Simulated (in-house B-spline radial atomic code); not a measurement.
# Te5+: [Kr] 4d9 5s1 9f1 (an excited or competing configuration)

Level of theory: Dirac-Hartree-Fock, average of configuration, Fermi nucleus of rms radius 4.7423 fm; calculated with a B-spline radial code for spherical atoms.

Screening seen three ways: the hydrogenic charge with the same mean radius, Z_r = [3n² - l(l+1)]/(2<r>), the one with the same energy, Z_e = n√(-2ε), and Slater's rules. Values are occupation-weighted means over j. An effective charge above Z reflects the relativistic contraction of the inner shells.

```tsv
shell	electrons	ε (eV)	<r> (bohr)	Z_r	Z_e	Slater
1s	2	-32080	0.02781	53.95	48.56	51.70
2s	2	-5084.6	0.1193	50.31	38.66	47.85
2p	6	-4571.7	0.1046	47.80	36.66	47.85
3s	2	-1117.9	0.3201	42.17	27.19	40.75
3p	6	-946.16	0.3184	39.26	25.02	40.75
3d	10	-684.28	0.296	35.48	21.28	30.85
4s	2	-270.77	0.7612	31.53	17.84	24.25
4p	6	-214.15	0.8123	28.31	15.87	24.25
4d	9	-129.38	0.9283	22.62	12.33	13.20
5s	1	-82.094	1.764	21.26	12.28	9.55
9f	1	-6.8469	16.84	6.86	6.38	6.00
```

The least bound orbital is 9f7/2 at -6.845 eV, and it is also the most diffuse (<r> = 16.85 bohr).

Spin-orbit splittings of the orbital energies (j = l + 1/2 above j = l - 1/2 when positive): 2p 275.6 eV, 3p 52.84 eV, 3d 10.89 eV, 4p 10.33 eV, 4d 1.647 eV, 9f 0.003427 eV.

For the 1s electron the small component carries 3.66 % of the norm, the zero-frequency Breit interaction raises the level by 76.88 eV, self-energy by 43.87 eV, and vacuum polarisation lowers it by 5.96 eV.
